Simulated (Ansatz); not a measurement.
`[SiH3]N([SiH3])BCl` and `[F][Zn][N]([SiH3])[SiH3]` differ in one atom or group.

Ansatz, PBE0-D4/def2-TZVP geometries, multiplicity 1. Each molecule was computed in one conformer, which needn't be the lowest.

Scalar relativity is left out up to krypton.

```json
{"property": "HOMO–LUMO gap (PBE/def2-TZVPP) / eV", "`[SiH3]N([SiH3])BCl`": "5.64"}
{"property": "size of the dipole moment (PBE/def2-TZVPP) / D", "`[SiH3]N([SiH3])BCl`": "1.38"}
{"property": "HOMO energy (PBE/def2-TZVPP) / eV", "`[SiH3]N([SiH3])BCl`": "-7.17"}
{"property": "LUMO energy (PBE/def2-TZVPP) / eV", "`[SiH3]N([SiH3])BCl`": "-1.53"}
{"property": "LUMO energy (B3LYP/def2-TZVPP) / eV", "`[SiH3]N([SiH3])BCl`": "-0.77"}
{"property": "ideal-gas entropy at 298 K and 1 bar (rigid rotor, harmonic PBE0-D4/def2-TZVP) / J/(mol·K)", "`[SiH3]N([SiH3])BCl`": "370"}
```

Question: What does the change do to each property? (Estimate.)

Answer: The calculation gave: 
| property | `[F][Zn][N]([SiH3])[SiH3]` | shift |
| --- | --- | --- |
| HOMO–LUMO gap (PBE/def2-TZVPP) / eV | 4.02 | -1.62 |
| size of the dipole moment (PBE/def2-TZVPP) / D | 1.42 | 0.04 |
| HOMO energy (PBE/def2-TZVPP) / eV | -6.50 | 0.67 |
| LUMO energy (PBE/def2-TZVPP) / eV | -2.48 | -0.95 |
| LUMO energy (B3LYP/def2-TZVPP) / eV | -1.85 | -1.08 |
| ideal-gas entropy at 298 K and 1 bar (rigid rotor, harmonic PBE0-D4/def2-TZVP) / J/(mol·K) | 402 | 32 |

With PBE0 the HOMO rises by 0.65 eV and the LUMO falls by 0.98 eV, so the gap narrows by about 1.63 eV. PBE moves the HOMO by 0.67 eV and ωB97M-V by 0.62 eV. The zero-point energy changes by -36.2 kJ/mol with -3 modes. Dipoles are sizes alone; their direction can turn. Modes under 60 cm⁻¹, often nearly free rotors, make the harmonic entropy too high.

Positive LUMOs are unbound, so they and the gaps depend on the basis.

B3LYP here is the variant with VWN-RPA as its local correlation; programs differ in this.
